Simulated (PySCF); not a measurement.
**Structure revision by computed shifts**

A compound C₅H₁₀O₂Si₂ gives the data below (simulated from a calculation) and was assigned the structure `C=CO/C([SiH3])=C(/[SiH3])C=O`.

¹³C{¹H} NMR (computed): δ 219.1 (C), 158.4 (CH), 112.5 (CH), 48.0 (C), 31.4 (CH3).

¹H NMR (400 MHz, computed): δ 6.74 (d, 1H), 5.33 (d, 1H), 5.25 (m, 1H), 5.24 (m, 1H), 4.00 (s, 3H), 2.26 (s, 3H).

PySCF calculation with shieldings: GIAO PBE0/pcSseg-1 and geometry from GFN2-xTB; single conformer, no solvent model, no relativistic terms, averaged over atoms made equivalent by symmetry, fast rotation or ring inversion.

δ = σ(ref) − σ, references computed at the same level: TMS for ¹H, ¹³C.

**Question.** Compare with the shifts computed for the proposed structure, pairing carbons in order of shift.

**Answer.** Atom-mapped SMILES (the numbers label the heavy atoms): `[CH2:1]=[CH:2][O:3]/[C:4]([SiH3:5])=[C:6](/[SiH3:7])[CH:8]=[O:9]`. Hydrogens are named by the atom that carries them.

```csv
atom,computed for proposal,given list,difference
C8,196.3,219.1,-22.8
C4,186.6,158.4,+28.2
C2,161.0,112.5,+48.5
C6,130.1,48.0,+82.1
C1,101.5,31.4,+70.1
```

The rms difference is 55.3 ppm and the largest +82.1 ppm at C6 (β carbon of an enol-ether or enamine type C=C). The carbon types in order of shift don't match either: CH, C, CH, C, CH2 for the proposal against C, CH, CH, C, CH3 in the data. The proposal doesn't fit.

**Question.** Which isomer fits?

**Answer.** `CC(=O)[C@@]1([SiH3])C=CO[SiH2]1`.

Carbon types of the structure: 2 × C, 2 × CH, 1 × CH3, leaving 5 H on heteroatoms. δC 219.1: ketone carbonyl carbon; the double bond to the heteroatom, with no lone-pair donor beside it, deshields it most. δC 158.4: alkene carbon bearing oxygen; an sp2 carbon further deshielded by the attached heteroatom. δC 112.5: β carbon of an enol-ether or enamine type C=C; the O or N lone pair pushes π density onto this β carbon and shields it. δH 6.74: hydrogen on an alkene carbon bearing oxygen; olefinic region.

Other isomers checked: C=C[Si@H](C=O)C(=C)O[SiH3] (rms 56.2 ppm).

The data come from this structure; uniqueness wasn't tested.

Shifts are as computed. Against solution values, carbons near 30 ppm lie about +3 ppm off and those near 130 ppm about +5 ppm. Of 1211 compounds with measured shifts, 218 miss one by over three times the rms of a fit or turn the order of signals round; such compounds aren't used in these exercises. Multiplicities follow the n + 1 count of equivalent neighbours, as no J values were calculated; m marks all less simple cases, F and P coupling included.
